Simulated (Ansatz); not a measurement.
A nudged elastic band was laid between two geometries of C$_{3}$H$_{5}$BrO (10 atoms, charge 0, multiplicity 1).

All numbers below come from RKS r2SCAN-D4/def2-SVP (Ansatz).

```yaml
movable_images: 7
climbing_image: yes
spring: 5.0 eV/Å²
optimiser: quadratic models (default)
start_path: through a guess of the saddle point
force_threshold: 0.05 eV/Å
iteration_limit: 51
end_points: relaxed
```

First end point:

```xyz
10
Properties=species:S:1:pos:R:3
C -1.194 -0.784 0.096
C -0.260 0.284 0.570
C 0.871 0.606 -0.074
O 1.258 0.068 -1.246
Br 2.045 1.969 0.595
H -2.175 -0.360 -0.184
H -0.790 -1.311 -0.780
H -1.384 -1.524 0.891
H -0.506 0.845 1.474
H 2.217 0.156 -1.340
```

Last end point:

```xyz
10
Properties=species:S:1:pos:R:3
C -1.041 -0.749 0.020
C -0.182 0.353 0.558
C 0.992 0.735 0.025
O 1.618 0.231 -1.054
Br 2.006 2.146 0.777
H -2.043 -0.379 -0.259
H -0.622 -1.235 -0.878
H -1.192 -1.546 0.769
H -0.528 0.888 1.445
H 1.076 -0.495 -1.399
```

What changes between the two ends?

No bond is made or broken. The dihedral C2–C3–O4–H10 goes from -157 to -1°.

Give the energies along the band, and the barrier.

It converged. The highest image is number 5 of 0 to 8, 14.2 kJ/mol above the first end and 5.4 kJ/mol above the last; the last end lies 8.8 kJ/mol above the first. A vibrational analysis at the climbing image gives one clearly imaginary mode, 296i cm⁻¹: a first-order saddle point.

```
image  path coordinate (Å)  energy (kJ/mol)  dihedral C2–C3–O4–H10 (°)
    0                 0.00              0.0                       -157
    1                 0.28              0.4                       -150
    2                 0.56              2.7                       -133
    3                 0.84              7.3                       -113
    4                 1.12             12.1                        -91
    5                 1.40             14.2                        -66
    6                 1.78             11.4                        -33
    7                 2.15              8.9                         -6
    8                 2.53              8.8                         -1
```

What is the geometry of the highest image?


```xyz
10
Properties=species:S:1:pos:R:3
C -1.097 -0.741 0.024
C -0.217 0.346 0.554
C 0.899 0.758 -0.067
O 1.396 0.269 -1.225
Br 1.935 2.206 0.643
H -2.147 -0.405 -0.021
H -0.796 -1.047 -0.988
H -1.081 -1.632 0.677
H -0.490 0.838 1.491
H 1.682 -0.645 -1.085
```

What are the harmonic wavenumbers there?

296i, 145, 199, 229, 351, 355, 522, 726, 814, 969, 1032, 1045, 1130, 1222, 1337, 1388, 1455, 1460, 1720, 3020, 3096, 3142, 3202, 3796 cm⁻¹.

The band took 11 iterations and roughly 12 core-minutes.

The run took 5.9 min on 2 threads of Arm Neoverse V1, with other jobs on the host, peak memory 0.18 GiB.
